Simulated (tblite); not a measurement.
Compound: C₅H₁₃B.
Atom-mapped SMILES: `[CH3:1][CH2:2][CH2:3][B:4]([CH3:5])[CH3:6]` (hydrogens: H7, H8, H9 on C1; H10, H11 on C2; H12, H13 on C3; H14, H15, H16 on C5; H17, H18, H19 on C6)

Computed with GFN2-xTB (tblite), gas phase: nudged elastic band of 9 images (0 to 8), spring 0.2 eV/Å², climbing image at the end, force threshold 0.05 eV/Å. No saddle search or frequency run followed, so the top image need not be a first-order saddle, and its height can exceed the method's true barrier by a kcal/mol or more.

The band describes a rotation about C2–C3 (chain CH2 carbon, sp3 carbon bound to boron), followed by the dihedral C1–C2–C3–B4, from the optimised start (177°) to a second optimised geometry at -68°.

Problem. Give the energy profile along the converged band.

Solution. 
| image | dihedral (°) | E (kcal/mol) | C2–C3 (Å) | C1···B4 (Å) | largest true force (eV/Å) |
| --- | --- | --- | --- | --- | --- |
| 0 | 177 | 0.00 | 1.534 | 3.98 | 0.01 |
| 1 | -167 | 0.40 | 1.536 | 3.97 | 0.04 |
| 2 | -153 | 1.29 | 1.541 | 3.93 | 0.05 |
| 3 | -138 | 2.25 | 1.545 | 3.86 | 0.04 |
| 4 | -123 | 2.73 | 1.547 | 3.76 | 0.04 |
| 5 | -109 | 2.40 | 1.545 | 3.64 | 0.04 |
| 6 | -95 | 1.46 | 1.540 | 3.49 | 0.05 |
| 7 | -81 | 0.48 | 1.536 | 3.34 | 0.04 |
| 8 | -68 | 0.02 | 1.534 | 3.21 | 0.01 |

Barriers of this band. The top is image 4 at -123°: 2.7 kcal/mol in either direction, as the ends lie within 0.002 eV of each other. The central bond is 0.013 Å longer at the top than at the start.

Problem. What rate follows at 350 K for crossing this barrier forward?

Solution. Taking the electronic barrier for the free energy of activation (no zero-point or entropy terms, transmission 1), rate = (kT/h)·exp(−ΔE/kT) ≈ 1 × 10^11 s⁻¹, whose inverse is 7 × 10^-12 s. An error of 1 kcal/mol in the barrier changes this by a factor of 4, and the method and the loose band can each miss by that much or more. The barrier is only 3.9 kT, where transition-state theory is rough.

Problem. How long is the path, and how are the images spaced?

Solution. Cartesian distances between aligned neighbours (all atoms, Å): 0.75, 0.71, 0.71, 0.72, 0.73, 0.74, 0.74, 0.73; the sum is 5.82 Å, and the top lies 50 % of the way along.

The cost below is that of the whole band run. Hardware: one thread of an Intel Xeon at 2.50 GHz, no GPU, shared host with 64 logical CPUs at a one-minute load of 60. Cost: 4.3 s wall, 0.19 GiB resident at most.
